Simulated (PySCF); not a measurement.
Nonlinear optical response: `N#CC=C=C([SiH3])C#N`, C5H4N2Si

Geometry (Å), atoms numbered from 1 in this order:
```xyz
12

N     3.7916   -0.3201   -0.9250
C     2.8798   -0.2530   -0.2126
C     1.7730   -0.1822    0.6857
C     0.5371    0.0106    0.2797
C    -0.7051    0.1441   -0.1213
Si   -1.7278   -1.4141   -0.5387
C    -1.3207    1.4251   -0.2665
N    -1.8818    2.4308   -0.4023
H     1.9824   -0.2909    1.7578
H    -2.9510   -1.4064    0.3106
H    -2.0946   -1.3579   -1.9804
H    -0.8621   -2.5861   -0.2390
```

Computed, not measured: quadratic response CAM-B3LYP/aug-cc-pVDZ first hyperpolarisability, Taylor convention, gas phase (PySCF). Geometry: PBE0-D3(BJ)/def2-SVP.

(1) What is the first hyperpolarisability, and how does it disperse?

(2) Which lowest excitations, dipole and polarisabilities go with it?

Results:

(1) In 10⁻³⁰ esu, Taylor convention; the vector part is βᵢ = ⅓ Σⱼ (βᵢⱼⱼ + βⱼᵢⱼ + βⱼⱼᵢ); β∥ is 3/5 of the vector part along the dipole, the dipole points from − to +:
| process | λ (nm) | β vector norm | β∥ | β HRS | depolarisation ratio |
| --- | --- | --- | --- | --- | --- |
| static β(0;0,0) | ∞ | 0.63 | -0.30 | 0.32 | 3.14 |
| second harmonic β(−2ω;ω,ω) | 1907 | 0.66 | -0.32 | 0.33 | 3.17 |
| Pockels β(−ω;ω,0) | 1907 | 0.64 | -0.31 | – | – |
| second harmonic β(−2ω;ω,ω) | 1064 | 0.72 | -0.36 | 0.36 | 3.26 |
| Pockels β(−ω;ω,0) | 1064 | 0.66 | -0.32 | – | – |

(2) S1 5.01 eV (f = 0.001); S2 5.50 eV (f = 0.001); S3 6.17 eV (f = 0.132); dipole 4.54 D; isotropic α 102.7 au static, 103.2 au at 1907 nm, 104.2 au at 1064 nm, 104.6 au at 953.5 nm, 109.1 au at 532 nm.
